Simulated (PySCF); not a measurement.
Input file for PySCF: R-B3LYP/6-31G* on AlH3 (SMILES [AlH3]) with ghost functions.

```python
from pyscf import gto, scf, dft, mp
from pyscf.data.elements import chemcore

mol = gto.M(
    atom='''
    Al   -0.32761636    0.59589039    1.67060197
    H    -0.75494524   -0.86569892    1.18550596
    H     0.92990965    1.27227927    0.95262748
    H    -1.49152111    1.56324468    2.18414292
    ghost-C   -0.38378965   -0.55512101    4.42810936
    ghost-N    0.53366078    0.11412890    3.47663392
    ghost-H   -1.23014283    0.10311917    4.61247149
    ghost-H    0.10734470   -0.79405169    5.37215337
    ghost-H   -0.75344252   -1.46840119    3.96674293
    ghost-H    0.90000968    0.96987042    3.88515529
    ghost-H    1.33852584   -0.47800178    3.28960817
    ''',
    basis='6-31g*',
    cart=True,
    charge=0, spin=0, verbose=3, max_memory=1800)
mf = dft.RKS(mol, xc='b3lyp')
mf.conv_tol = 1e-8
mf.max_cycle = 100
mf.kernel()
if not mf.converged:
    mf = mf.newton().run(mf.mo_coeff, mf.mo_occ)
```

It printed:

```
converged SCF energy = -244.198719982089
```

The calculation finished and met its thresholds.

Cost: around 3 core-seconds (rough).
